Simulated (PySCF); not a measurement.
PySCF input for Mg(Br)(NH2) (BrH2MgN), SMILES [NH2][Mg][Br], HF/pcSseg-2. Geometry: PBE0-D3(BJ)/def2-TZVP. The values are those of a single conformer.

```python
import numpy as np
from pyscf import gto, scf, dft
from pyscf.prop.nmr import rhf as nmr

mol = gto.M(
    atom='''
    Mg   -0.00000000    0.00000000   -1.13661409
    Br    0.00000000   -0.00000000    1.19795952
    N     0.00000000    0.00000000   -3.01057615
    H    -0.00000000   -0.81292805   -3.60759055
    H    -0.00000000    0.81292805   -3.60759055
    ''',
    basis='pcSseg-2',
    charge=0,
    spin=0,
    max_memory=1600,
    verbose=3,
)
mf = scf.RHF(mol)
mf.conv_tol = 1e-10
mf.max_cycle = 100
mf.kernel()
n = nmr.NMR(mf)
n.verbose = 2
n.max_cycle_cphf = 60
sigma = n.kernel()
print('atom   isotropic/ppm   span/ppm')
for i, s in enumerate(sigma):
    w = np.linalg.eigvalsh((s + s.T) / 2)
    print(f'{mol.atom_symbol(i):2s}{i + 1:3d} {w.mean():14.3f} {w[2] - w[0]:11.3f}')
```

Output:

```
converged SCF energy = -2827.79886203462
atom   isotropic/ppm   span/ppm
Mg  1        502.960     298.816
Br  2       3037.269     151.447
N   3        285.697      37.933
H   4         32.455      20.261
H   5         32.455      20.261
```

Self-consistency was reached.

Cost: very roughly 50 core-seconds.
